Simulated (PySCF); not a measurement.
An unknown gives this computed stick spectrum. Method used: TDDFT PBE0/def2-SVPD, vertical, gas phase, core orbitals frozen in the response in PySCF 2.14.0, density-fitted response routines. Geometries: GFN2-xTB, one conformer each.

```csv
state,λ (nm),f
S1,273.9,0.0058
S2,249.1,0.0016
S3,215.9,0.017
S4,210.6,0.128
S5,207.0,0.039
S6,204.7,0.0072
S7,190.3,0.028
S8,186.1,0.013
```

Orbital energies (eV): HOMO-3 -9.31, HOMO-2 -8.55, HOMO-1 -8.31, HOMO -7.66, LUMO -2.02, LUMO+1 -0.57, LUMO+2 0.40.

Question: Which candidate is it? All have the formula C5H7FN2Si.
A. `Cc1cc(F)c([SiH3])nn1`
B. `N#CC1=C[SiH2][C@]1(F)CN`
C. `Cc1cc([SiH3])nnc1F`

Answer: B. Its S1, at 4.53 eV, is the highest among the candidates; the nearest of the others has S1 at 3.57 eV. S1 is HOMO→LUMO (97%). Löwdin shares by element: HOMO nitrogen 52% or more, carbon 13% or more, hydrogen 7% or more, silicon 5% (atoms not listed hold the other 23%); LUMO carbon 67% or more, nitrogen 16% or more (atoms not listed hold the other 17%). At the same level the other candidates give, for their lowest levels:
- `Cc1cc([SiH3])nnc1F`: 347 nm (f 0.004); 302 nm (f 0.000); 225 nm (f 0.030); 219 nm (f 0.000); 200 nm (f 0.034); T1 2.80 eV; HOMO -6.96, LUMO -1.69 eV
- `Cc1cc(F)c([SiH3])nn1`: 359 nm (f 0.002); 312 nm (f 0.000); 228 nm (f 0.002); 223 nm (f 0.041); 208 nm (f 0.006); T1 2.70 eV; HOMO -6.76, LUMO -1.60 eV

Shape of the structure used: `[N:1]#[C:2][C:3]1=[CH:4][SiH2:5][C@:6]1([F:7])[CH2:8][NH2:9]`: Si5–C6–C8–N9 -34°, H–N9–C8–C6 165°, H–N9–C8–C6 -75°.
Triplets come from the Tamm–Dancoff approximation.
